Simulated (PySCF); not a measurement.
# Diatomic anions of Rb with the alkali metals

PBE0 with double-zeta basis sets in PySCF, for the lowest determinant that a PBE0 search found; no spin–orbit coupling. De refers to high-spin ground-configuration atoms (the charge goes to the atom of lower measured ionisation energy or higher electron affinity, which is not always the lowest computed limit). A positive dipole points towards Rb; it is taken about the centre of mass and depends on that origin.

| M | basis | charged atom | state (unpaired electrons) | Re (Å) | ωe (cm⁻¹) | De (eV) | μ (D) |
| --- | --- | --- | --- | --- | --- | --- | --- |
| Li | def2-SVPD | Li− | doublet (σ ↑) | 4.006 | 119 | 0.70 | 5.59 |
| Na | def2-SVPD | Na− | doublet (σ ↑) | 4.177 | 67.6 | 0.74 | 3.31 |
| K | def2-SVPD | K− | doublet (σ ↑) | 4.679 | 46.7 | 0.56 | 3.77 |
| Cs | def2-SVPD | Rb− | doublet (σ ↑) | 5.085 | 30.3 | 0.52 | -1.98 |

(1) The row for M = Rb is missing. Estimate Re, ωe and De as the mean of the rows for K and Cs, and compare with the calculation.

Spin–orbit coupling is left out. For an ion De counts to the pair picked by the measured ionisation energies or electron affinities, which need not be the lowest pair at this level. The highest Kohn–Sham level is positive in some of these anions. Much of that is self-interaction error, but it also means that the finite basis helps to hold the extra electron. States were picked by a PBE0 search and need not be the measured ground states.

Results:

(1) The means are 4.882 Å, 38.5 cm⁻¹ and 0.54 eV. PBE0 in def2-SVPD gives Rb₂⁻ as a doublet (σ ↑) with Re = 4.851 Å, ωe = 35.1 cm⁻¹, De = 0.55 eV, so the estimate is off by +3.1 pm, +10 % and -0.01 eV.
